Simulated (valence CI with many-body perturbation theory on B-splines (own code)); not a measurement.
Results of a calculation; reference values are marked as such.
## Ir⁷⁰⁺: magnetic and hyperfine properties of the levels

Method: configuration interaction combined with many-body perturbation theory (CI+MBPT): five valence electrons over a frozen Dirac-Fock core [He], radial functions for each j: 9 s, 9 p, 8 d, 6 f, 3 g, 1 h, with the one-electron correlation potential Σ1, the two-electron term Σ2, the three-electron term Σ3, Breit, model QED; selected CI, second order for the rest (own B-spline code, finite nucleus).

No measured spectrum was set against this ion. As an estimate, large intervals hold to a few tenths of a per cent, small ones and those within an open d or f shell to about a per cent. Among the levels kept, up to 1200 cm⁻¹ of a level comes from second order outside the variational space, and about a tenth of that is noise between levels of different J, which matters for small intervals.

A/g_I is the dipole constant over the nuclear g factor μ/I (μ in nuclear magnetons, uniformly magnetised nucleus), B/Q the quadrupole constant per barn. Both hold the static response of the core; the bare values leave it out. Large factors of s and p1/2 electrons are usually good to 5 to 10 %; those of open d and f shells near neutrality can be off by tens of per cent, and small factors of p3/2, d and f electrons come from cancelling terms and can be off by a factor of two or in sign, in half-filled shells by more. B is blank for J = 1/2, where it vanishes, and for nearly pure S terms. Energies count from the lowest level.

Levels are named by their leading jj configuration (3d3/2^4 stands for four electrons in 3d with j = 3/2), which in mixed levels can hold well under half, so a name can repeat and another be missing. Letters in brackets count levels of one name in rising energy.

| Level | E (× 10³ cm⁻¹) | g | A/g_I (MHz) | A/g_I bare | B/Q (MHz/b) | B/Q bare |
| --- | --- | --- | --- | --- | --- | --- |
| (2s^2 2p1/2^2 2p3/2) J=3/2 | 0.00 | 1.307 | 934000 | 954000 | 1840000 | 1840000 |
| (2s^2 2p1/2 2p3/2^2) J=3/2 | 13487 | 1.431 | -677000 | -646000 | 87300 | 87400 |
| (2s^2 2p1/2 2p3/2^2) J=5/2 | 13674 | 1.158 | 2580000 | 2580000 | -5070 | -5070 |
| (2s^2 2p1/2 2p3/2^2) J=1/2 | 14129 | 0.611 | 9080000 | 9050000 |  |  |
| (2s 2p1/2^2 2p3/2^2) J=5/2 | 16466 | 1.437 | 6210000 | 6180000 | 206000 | 206000 |
| (2s 2p1/2^2 2p3/2^2) J=1/2 | 17373 | 1.984 | 2.74e+07 | 2.71e+07 |  |  |
| (2s 2p1/2^2 2p3/2^2) J=3/2 | 17382 | 1.166 | -4360000 | -4270000 | -175000 | -175000 |
| (2s^2 2p3/2^3) J=3/2 | 27649 | 1.284 | 962000 | 981000 | -1930000 | -1930000 |
| (2s 2p1/2 2p3/2^3) J=3/2 [a] | 30192 | 1.584 | 6300000 | 6260000 | -1470000 | -1470000 |
| (2s 2p1/2 2p3/2^3) J=5/2 | 30531 | 1.278 | 7890000 | 7840000 | -2090000 | -2090000 |
| (2s 2p1/2 2p3/2^3) J=1/2 | 31099 | 1.337 | -1.06e+07 | -1.04e+07 |  |  |
| (2s 2p1/2 2p3/2^3) J=3/2 [b] | 31160 | 1.000 | 169000 | 216000 | -619000 | -620000 |
| (2p1/2^2 2p3/2^3) J=3/2 | 34446 | 1.295 | 903000 | 943000 | -1870000 | -1880000 |
| (2s 2p3/2^4) J=1/2 | 44745 | 1.883 | 2.75e+07 | 2.72e+07 |  |  |
| (2p1/2 2p3/2^4) J=1/2 | 48190 | 0.611 | 9120000 | 9060000 |  |  |
| (2s^2 2p1/2^2 3s) J=1/2 | 76955 | 1.987 | 7900000 | 7830000 |  |  |
| (2s^2 2p1/2^2 3p1/2) J=1/2 | 77860 | 0.643 | 2690000 | 2680000 |  |  |
| (2s^2 2p1/2^2 3p3/2) J=3/2 | 81968 | 1.319 | 276000 | 283000 | 558000 | 559000 |
| (2s^2 2p1/2^2 3d3/2) J=3/2 | 82732 | 0.781 | 160000 | 160000 | 98500 | 99300 |
| (2s^2 2p1/2^2 3d5/2) J=5/2 | 83851 | 1.186 | 57200 | 57300 | 97600 | 98400 |
| (2s^2 2p1/2 2p3/2 3s) J=3/2 [a] | 90586 | 1.649 | 1610000 | 1610000 | 1190000 | 1200000 |
| (2s^2 2p1/2 2p3/2 3s) J=1/2 | 90674 | 1.290 | -4090000 | -4020000 |  |  |
| (2s^2 2p1/2 2p3/2 3s) J=5/2 | 90744 | 1.300 | 3980000 | 3980000 | 1800000 | 1810000 |
| (2s^2 2p1/2 2p3/2 3s) J=3/2 [b] | 90804 | 0.946 | 2330000 | 2350000 | 1060000 | 1060000 |
| (2s^2 2p1/2 2p3/2 3p1/2) J=1/2 | 91478 | 1.727 | -2350000 | -2310000 |  |  |
| (2s^2 2p1/2 2p3/2 3p1/2) J=3/2 [a] | 91528 | 1.121 | 1800000 | 1810000 | 374000 | 375000 |
| (2s^2 2p1/2 2p3/2 3p1/2) J=5/2 | 91635 | 1.036 | 2950000 | 2950000 | 1790000 | 1800000 |
| (2s^2 2p1/2 2p3/2 3p1/2) J=3/2 [b] | 92002 | 1.298 | 1450000 | 1460000 | 1830000 | 1840000 |
| (2s 2p1/2^2 2p3/2 3s) J=5/2 | 93211 | 1.582 | 7590000 | 7540000 | 1850000 | 1860000 |
| (2s 2p1/2^2 2p3/2 3s) J=3/2 [a] | 93461 | 1.416 | 8520000 | 8460000 | 1010000 | 1010000 |
| (2s 2p1/2^2 2p3/2 3s) J=1/2 | 94031 | 0.825 | -1.01e+07 | -9940000 |  |  |
| (2s 2p1/2^2 2p3/2 3s) J=3/2 [b] | 94112 | 1.367 | -2230000 | -2160000 | 1350000 | 1350000 |
| (2s 2p1/2^2 2p3/2 3p1/2) J=3/2 [a] | 94199 | 1.651 | 8570000 | 8520000 | 1280000 | 1280000 |
| (2s 2p1/2^2 2p3/2 3p1/2) J=5/2 | 94204 | 1.320 | 6580000 | 6540000 | 1820000 | 1820000 |
| (2s 2p1/2^2 2p3/2 3p1/2) J=1/2 | 94940 | 1.256 | -8450000 | -8300000 |  |  |
| (2s 2p1/2^2 2p3/2 3p1/2) J=3/2 [b] | 94952 | 0.957 | -2950000 | -2880000 | 1060000 | 1060000 |
| (2s^2 2p1/2 2p3/2 3p3/2) J=5/2 [a] | 95512 | 1.403 | -520000 | -500000 | 1950000 | 1960000 |
| (2s^2 2p1/2 2p3/2 3p3/2) J=1/2 [a] | 95549 | 1.548 | -2310000 | -2280000 |  |  |
| (2s^2 2p1/2 2p3/2 3p3/2) J=3/2 [a] | 95589 | 1.119 | 2920000 | 2920000 | -1180000 | -1180000 |
| (2s^2 2p1/2 2p3/2 3p3/2) J=7/2 | 95641 | 1.211 | 1830000 | 1840000 | 2380000 | 2390000 |

(1) Take the isotope of mass number 191, with I = 3/2, μ = 0.1502 μN and Q = 0.816 b. What is the hyperfine structure of (2s 2p1/2^2 2p3/2^2) J=5/2?

Results:

(1) From the table A = 622000 MHz, B = 168000 MHz. Shifts from the centre of gravity in MHz: F = 1: -3150000, F = 2: -2040000, F = 3: -248000, F = 4: 2370000.
